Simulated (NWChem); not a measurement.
CH4BClO; SMILES ClB(O)C

```xyz
8

B      0.0860    -0.4361    -0.0012
Cl    -0.0851     1.3460    -0.0001
C     -1.1810    -1.3480    -0.0003
H     -1.7908    -1.1523     0.8968
H     -0.9194    -2.4151    -0.0254
H     -1.8247    -1.1161    -0.8638
O      1.3274    -0.9557     0.0000
H      2.0192    -0.2840     0.0017
```
Atoms are numbered in this order, from 1.

All runs: NWChem. Pople sets run with spherical d functions. Geometry: optimised at PBE0/def2-SVP. Vertical excitations in the gas phase.

Q: Predict the results for PBE0/6-31G*, TDA. Quantities: lowest excitation, singlet (eV); oscillator strength of that lowest state; lowest state with f > 0.02, singlet (eV); orbital gap (eV).

A: 
* **lowest excitation, singlet (eV)**: 7.51
* **oscillator strength of that lowest state**: 0.001
* **lowest state with f > 0.02, singlet (eV)**: 8.46
* **orbital gap (eV)**: 9.21
